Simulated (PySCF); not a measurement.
Compound: C6HCl2O2 (doublet state).
Geometry (GFN2-xTB, Å), atoms numbered from 1 in this order:
```
atom  x, y, z in Å
O1    -1.987   -1.980   -0.219
C2    -1.047   -1.256   -0.014
C3     0.341   -1.508    0.000
C4     1.378   -0.722   -0.127
Cl5    3.018   -1.159   -0.064
C6     1.128    0.797   -0.130
O7     2.058    1.559   -0.155
C8    -0.266    1.143    0.060
C9    -1.253    0.242    0.218
Cl10  -2.886    0.685    0.351
H11   -0.480    2.202    0.054
```

As a line formula: `O=C1[C]=C(Cl)C(=O)C=C1Cl` [radical].

Method used: UKS B3LYP, pcH-1 on C Cl H O, non-relativistic, mean-field spin-orbit, GIAO (PySCF). The structure is a single GFN2-xTB conformer in the gas phase; no vibrational or solvent corrections. Couplings are sensitive to structure, and on GFN2-xTB geometries they can be far from those on DFT ones. The SCF solution wasn't tested for stability.

Principal values of hyperfine tensors in MHz (contact, dipolar and spin–orbit terms together), for some of the nuclei:

| atom | isotope | A1 | A2 | A3 |
| --- | --- | --- | --- | --- |
| C3 | 13C | 194.50 | 215.22 | 412.45 |
| C9 | 13C | 82.37 | 83.83 | 93.03 |
| C6 | 13C | 42.63 | 43.41 | 58.92 |
| Cl5 | 35Cl | -2.22 | 4.92 | 35.34 |
| C2 | 13C | -17.34 | -10.59 | 4.30 |
| Cl10 | 35Cl | 1.36 | 1.94 | 17.83 |
| O1 | 17O | -18.89 | -1.21 | 6.32 |
| O7 | 17O | -23.95 | 0.37 | 10.76 |

(1) Split each tensor into its isotropic and traceless parts, and turn a_iso into mT with g = 2.0022.

(2) What spin density at the nucleus of C6 lies behind its contact coupling (g_N = 1.40482)?

(3) C4 (13C, g_N = 1.40482) isn't in the table. Its spin density at the nucleus is -0.03474 bohr⁻³. What is its contact coupling?

(4) Which nucleus of the table has the largest anisotropic coupling, and what is its form?

(5) In a single crystal, with the field along each principal axis of the tensor of C9 in turn, what first-order splitting does this nucleus give (isotropic g, quadrupole terms neglected)?

## Answers

(1) a_iso is a third of the trace, T = A − a_iso, and a(mT) = a(MHz)/(g × 13.996). The tensors hold a spin–orbit part: the run splits a_iso into a_FC + a_SO, and T includes its anisotropic share.

| atom | a_iso (MHz) | a_FC | a_SO | a_iso (mT) | T1 | T2 | T3 |
| --- | --- | --- | --- | --- | --- | --- | --- |
| C3 | 274.06 | 274.16 | -0.10 | 9.780 | -79.56 | -58.83 | 138.39 |
| C9 | 86.41 | 86.39 | 0.02 | 3.083 | -4.04 | -2.58 | 6.62 |
| C6 | 48.32 | 48.32 | 0.00 | 1.724 | -5.69 | -4.91 | 10.60 |
| Cl5 | 12.68 | 12.29 | 0.40 | 0.453 | -14.90 | -7.76 | 22.66 |
| C2 | -7.88 | -7.91 | 0.03 | -0.281 | -9.46 | -2.72 | 12.18 |
| Cl10 | 7.04 | 6.88 | 0.17 | 0.251 | -5.69 | -5.10 | 10.79 |
| O1 | -4.59 | -4.53 | -0.06 | -0.164 | -14.30 | 3.38 | 10.92 |
| O7 | -4.27 | -4.20 | -0.07 | -0.152 | -19.68 | 4.64 | 15.03 |

(2) a_FC = (2μ0/3) gₑ μB g_N μN ρ(0)/(2S·h) = 800.24 MHz × g_N × ρ(0)/(2S), with ρ in bohr⁻³. With a_FC = 48.32 MHz and 2S = 1, ρ(0) = 0.04298 bohr⁻³.

(3) By the same relation, a_FC = -39.1 MHz. The spin–orbit term adds -0.08 MHz. Its full tensor has the principal values -58.76, -41.67, -16.99 MHz.

(4) C3: -79.6, -58.8, 138.4 MHz (the dipolar term alone has -79.3, -59.0, 138.3), rhombic: the two smaller values differ by 15 % of the largest.

(5) 2 lines (I = 1/2), spaced by |A_i|/(g × 13.996): 2.94, 2.99, 3.32 mT along the axes of A1, A2 and A3.
